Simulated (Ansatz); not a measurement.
CH4FNOSi can be A, `N[Si]1(F)CO1`, or B, `O/C(F)=N/[SiH3]`.

Program: Ansatz. Geometries: PBE0-D4/def2-TZVP. ΔE: electronic, gas phase. CBS: MP2 limit from def2 TZ/QZ plus the TZ coupled-cluster correction, frozen cores. DFT in def2-TZVPP. B3LYP here is the variant with VWN-RPA as its local correlation; programs differ in this. Each species was taken in one conformer, which may not be the lowest.

Q: Which isomer does CCSD(T)/CBS put lower? Give the gap. (An estimate is asked.)

A: Computed: A, by 235.0 kJ/mol.

Q: Give E(B) − E(A) in kJ/mol with PBE0-D4, B2PLYP, r2SCAN-D4, LDA (SPW92), B3LYP-D4, PBE-D4, CCSD(T)/def2-SVP. (Best estimate.)

A: Computed: PBE0-D4 208.9, B2PLYP 217.4, r2SCAN-D4 214.9, LDA (SPW92) 200.9, B3LYP-D4 208.0, PBE-D4 199.9, CCSD(T)/def2-SVP 138.7. None reverses the order clearly.

Q: Does the order hold for the free energy at 298.15 K (harmonic terms from PBE0-D4)? (Best estimate.)

A: Ansatz gave: Yes: G(B) − G(A) = +216.2 kJ/mol, for one conformer each. Modes under 60 cm⁻¹, often nearly free rotors, make the harmonic entropy too high.

Largest T1 diagnostic: 0.013.

At CCSD(T), def2-SVP lies −96.4 kJ/mol from the extrapolated value and def2-TZVPP −14.2 kJ/mol. From BLYP to BHLYP (50 % exact exchange), in def2-TZVPP and without D4, E(B) − E(A) moves by +15.5 kJ/mol.
